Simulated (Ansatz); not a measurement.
`C#[C][Zr]([F])([F])[F]` + `[F][Ge]([F])([F])[SeH]` → `[F][Zr]([F])([F])[SeH]` + `C#[C][Ge]([F])([F])[F]` at 700 K and 1 bar (redistribution).

Isolated molecules relaxed with PBE0-D4/def2-TZVP in Ansatz; ΔE leaves out vibrations. CBS: MP2 limit from def2 TZ/QZ plus the TZ coupled-cluster correction, frozen cores. Elements past krypton have def2 core potentials. For Ge, Se, Zr outer-core shells are correlated without core-valence functions, which leaves a few kJ/mol of doubt a bond. Scalar relativity is left out up to krypton. One conformer a species, not always the lowest.

```csv
species,CCSD(T)/CBS energy (Eh),H − E (kJ/mol),S (J/(mol·K))
`C#[C][Zr]([F])([F])[F]`,-423.26659,138.3,477.1
`[F][Ge]([F])([F])[SeH]`,-4776.93734,107.0,462.1
`[F][Zr]([F])([F])[SeH]`,-2747.96381,105.5,488.2
`C#[C][Ge]([F])([F])[F]`,-2452.25077,140.3,448.8
```

H − E and S are ideal-gas, rigid-rotor, harmonic terms from PBE0-D4/def2-TZVP, for one conformer and one mirror image of each species. 1 Eh = 2625.50 kJ/mol, R = 8.31446 J/(mol·K).

Task: By hand: ΔE, ΔH, ΔS and ΔG.

Result: ΔE = (-2747.96381) + (-2452.25077) − (-423.26659) − (-4776.93734) = -0.01065 Eh = -28.0 kJ/mol. Δ(H − E) = 105.5 + 140.3 − 138.3 − 107.0 = 0.5, so ΔH = -27.5 kJ/mol. ΔS = 488.2 + 448.8 − 477.1 − 462.1 = -2.2 J/(mol·K). ΔG = -27.5 − 700 × (-2.2)/1000 = -26.0 kJ/mol.

Task: By hand: the equilibrium constant, and the temperature at which ΔG would vanish if ΔH and ΔS stayed fixed.

Result: log₁₀ K = −ΔG/(RT ln 10) = 1.9. ΔG = 0 at ΔH/ΔS = 12500 K, far beyond where these terms or the molecules hold.

The number of gas molecules stays the same, so ΔS is small and ΔH decides. A doubt of 5 kJ/mol in ΔE shifts log₁₀ K by 0.4 here. Other conformers and mirror images would add mixing entropy, several J/(mol·K) or more a flexible species. Modes under 60 cm⁻¹, often nearly free rotors, make the harmonic entropy too high. These are equilibria of isolated gas molecules and say nothing of rates. Largest T1 diagnostic: 0.017 (customary marks: 0.02 for closed shells, 0.045 for open ones).
